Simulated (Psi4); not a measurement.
C6H11O2, doublet, geometry from GFN2-xTB; CCSD(T)/STO-3G (Psi4).

Input for Psi4:
```
memory 2 GB

molecule {
0 2
C    -3.58056815    0.40352958   -0.59758271
C    -2.55854996    0.05540448    0.41054050
C    -1.22456559   -0.44701632    0.03076181
C    -0.22999829    0.71066267   -0.23543234
O     1.03053787    0.21944616   -0.67661501
C     1.90553653   -0.16509834    0.26131330
C     3.15821185   -0.71273532   -0.37120305
O     1.70473327   -0.08263704    1.44384164
H    -4.57702467    0.11507951   -0.25782068
H    -3.37562495   -0.08403383   -1.54844179
H    -3.61750098    1.48603419   -0.77480315
H    -2.72267405    0.35762712    1.43068430
H    -0.79936035   -1.05637156    0.83245167
H    -1.28143693   -1.04702368   -0.88146281
H    -0.09321786    1.29525529    0.67932304
H    -0.59544005    1.34910440   -1.04130159
H     3.99466888   -0.59136706    0.31025827
H     3.01387831   -1.77465500   -0.56198532
H     3.35116521   -0.21260271   -1.31509991
}

set {
  basis sto-3g
  reference uhf
}

energy('ccsd(t)')
print_variables()
```

Output, abridged:

```
   => Loading Basis Set <=

    Name: STO-3G
    Role: ORBITAL
    Keyword: BASIS

         ---------------------------------------------------------
                                   SCF
               by Justin Turney, Rob Parrish, Andy Simmonett
                          and Daniel G. A. Smith
                              UHF Reference
         ---------------------------------------------------------

  ==> Geometry <==

    Molecular point group: c1
    Full point group: C1

    Geometry (in Angstrom), charge = 0, multiplicity = 2:

       Center              X                  Y                   Z               Mass
    ------------   -----------------  -----------------  -----------------  -----------------
         C           -3.638236258740     0.402130653360    -0.624519872490    12.000000000000
         C           -2.616218068740     0.054005553360     0.383603337510    12.000000000000
         C           -1.282233698740    -0.448415246640     0.003824647510    12.000000000000
         C           -0.287666398740     0.709263743360    -0.262369502490    12.000000000000
         O            0.972869761260     0.218047233360    -0.703552172490    15.994914619570
         C            1.847868421260    -0.166497266640     0.234376137510    12.000000000000
         C            3.100543741260    -0.714134246640    -0.398140212490    12.000000000000
         O            1.647065161260    -0.084035966640     1.416904477510    15.994914619570
         H           -4.634692778740     0.113680583360    -0.284757842490     1.007825032230
         H           -3.433293058740    -0.085432756640    -1.575378952490     1.007825032230
         H           -3.675169088740     1.484635263360    -0.801740312490     1.007825032230
         H           -2.780342158740     0.356228193360     1.403747137510     1.007825032230
         H           -0.857028458740    -1.057770486640     0.805514507510     1.007825032230
         H           -1.339105038740    -1.048422606640    -0.908399972490     1.007825032230
         H           -0.150885968740     1.293856363360     0.652385877510     1.007825032230
         H           -0.653108158740     1.347705473360    -1.068238752490     1.007825032230
         H            3.937000771260    -0.592765986640     0.283321107510     1.007825032230
         H            2.956210201260    -1.776053926640    -0.588922482490     1.007825032230
[...]
  @UHF Final Energy:  -378.48804745603104
    Total Energy =                       -378.4880474560310404
[...]
     27  30   0   1        -0.0291153200
     29  26   0   1        -0.0290387244
     26  30   0   1         0.0280331647
     28  28   1   2        -0.0238384938

    SCF energy       (wfn)                    = -378.488047456031040
    Reference energy (file100)                = -378.488047456030984

    Opposite-spin MP2 correlation energy      =   -0.330199831092670
    Same-spin MP2 correlation energy          =   -0.059443823988922
    Singles MP2 correlation energy            =   -0.000000000000000
    MP2 correlation energy                    =   -0.389643655081592
      * MP2 total energy                      = -378.877691111112597

    Opposite-spin CCSD correlation energy     =   -0.437781838969536
    Same-spin CCSD correlation energy         =   -0.051828884563582
    Singles CCSD correlation energy           =    0.000000000000000
    CCSD correlation energy                   =   -0.489610723533118
      * CCSD total energy                     = -378.977658179564116

            **************************
            *                        *
            *        CCTRIPLES       *
            *                        *
            **************************

    Wave function   =    CCSD_T
    Reference wfn   =      UHF

    Nuclear Rep. energy (wfn)                =  374.253205469136844
    SCF energy          (wfn)                = -378.488047456031040
    Reference energy    (file100)            = -378.488047456030984
    CCSD energy         (file100)            =   -0.489610723533118
    Total CCSD energy   (file100)            = -378.977658179564116

    Number of ijk index combinations:
    Spin Case AAA:                                4960
    Spin Case BBB:                                4495
    Spin Case AAB:                               15376
    Spin Case ABB:                               14880
    AAA (T) energy                             =   -0.000187243696297
    BBB (T) energy                             =   -0.000194675237596
    AAB (T) energy                             =   -0.004545743274109
    ABB (T) energy                             =   -0.004580061741689
    (T) energy                                   =   -0.009507723949690
      * CCSD(T) total energy                     = -378.987165903513812

  Variable Map:
  ----------------------------------------------------------------------------
[...]
  Array Variable Map:
  ----------------------------------------------------------------------------
[...]
[...]
```
